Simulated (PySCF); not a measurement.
C4H7, SMILES C=C(C)[CH2], multiplicity 2. Atoms are numbered in the order given.

```xyz
11

C     -0.4042     1.2941    -0.4841
C      0.0586     0.0673    -0.0179
C      1.4218    -0.2107     0.0593
C     -0.9386    -0.9995     0.3917
H     -1.4723     1.5176    -0.5374
H      0.2931     2.0697    -0.8110
H      1.7874    -1.1700     0.4334
H      2.1641     0.5275    -0.2546
H     -1.8993    -0.5593     0.6973
H     -1.1404    -1.6854    -0.4483
H     -0.5579    -1.6070     1.2266
```
Charge 0, spin multiplicity 2.

Coordinates come from a B3LYP-D3(BJ)/def2-SVP optimisation. The isomer is the one that the SMILES or the coordinates give; other isomers of the formula were not compared.

Level of theory: r2SCAN/def2-TZVP in PySCF.

ESP charges are fitted to the potential on shells at 1.4 to 2.0 van der Waals radii. Atomic charges (e):

| atom | ESP fit | meta-Löwdin | Mulliken | Mulliken spin |
|---|---|---|---|---|
| C1 | -0.69 | ___ | -0.30 | 0.77 |
| C2 | 0.65 | ___ | 0.13 | -0.38 |
| C3 | -0.70 | ___ | -0.30 | 0.78 |
| C4 | -0.65 | -0.35 | -0.36 | 0.01 |
| H5 | 0.22 | ___ | 0.12 | -0.04 |
| H6 | 0.22 | ___ | 0.12 | -0.04 |
| H7 | 0.23 | ___ | 0.13 | -0.04 |
| H8 | 0.22 | ___ | 0.12 | -0.04 |
| H9 | 0.16 | 0.12 | 0.11 | 0.00 |
| H10 | 0.17 | 0.13 | 0.12 | -0.01 |
| H11 | 0.17 | 0.12 | 0.11 | -0.01 |

Task: Fill in the missing entries. (An estimate is asked for; the answer gives what the named calculation found.)

Result: 
- C1, meta-Löwdin: -0.27
- C2, meta-Löwdin: 0.04
- C3, meta-Löwdin: -0.26
- H5, meta-Löwdin: 0.12
- H6, meta-Löwdin: 0.12
- H7, meta-Löwdin: 0.12
- H8, meta-Löwdin: 0.12

Task: Give the Mayer and Wiberg (Löwdin basis) orders of the bonds. (The exact figures need the calculation; the answer reports its results.)

Result: 
```tsv
bond	Mayer	Wiberg
C1–C2	1.40	1.72
C2–C3	1.38	1.71
C2–C4	0.92	1.21
C1–H5	0.97	0.91
C1–H6	0.97	0.90
C3–H7	0.97	0.91
C3–H8	0.97	0.90
C4–H9	0.98	0.90
C4–H10	0.96	0.89
C4–H11	0.98	0.90
```
